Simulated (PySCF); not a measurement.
C3H9FSi2, SMILES F[C@]1([SiH3])C[C@H]1[SiH3].

Coordinates come from a r2SCAN-D4/def2-SVP optimisation. The structure was generated by enumeration; whether it is a known compound was not checked.

Two levels are set side by side: PBE/def2-TZVP (PySCF) and ωB97X/def2-TZVP (PySCF). Same geometry, gas phase. Differences are taken from unrounded values.

```json
[
 {"quantity": "orbital gap (eV)", "ωB97X": "12.80"},
 {"quantity": "highest occupied level (eV)", "ωB97X": "-10.47"},
 {"quantity": "lowest empty level (eV)", "ωB97X": "2.33"},
 {"quantity": "dipole moment (D)", "ωB97X": "1.18"},
 {"quantity": "mean polarisability (bohr³)", "ωB97X": "86.1"}
]
```

Problem. What does PBE give, and how far is it from ωB97X? (The exact figures need the calculation; the answer reports its results.)

Solution. 
```json
[
 {"quantity": "orbital gap (eV)", "PBE": "6.32", "PBE minus ωB97X": "-6.48"},
 {"quantity": "highest occupied level (eV)", "PBE": "-6.78", "PBE minus ωB97X": "3.69"},
 {"quantity": "lowest empty level (eV)", "PBE": "-0.46", "PBE minus ωB97X": "-2.79"},
 {"quantity": "dipole moment (D)", "PBE": "1.06", "PBE minus ωB97X": "-0.12"},
 {"quantity": "mean polarisability (bohr³)", "PBE": "90.8", "PBE minus ωB97X": "4.7"}
]
```

PBE's occupied levels lie high since its potential decays too fast outside the molecule; exact exchange lowers them and widens the gap. PBE's more diffuse valence density responds more strongly to a field. Differences between two approximate levels are no errors against the true value.

Rough cost on one machine, each run with all the roots and properties that it gave: ωB97X against PBE within a factor of 2.
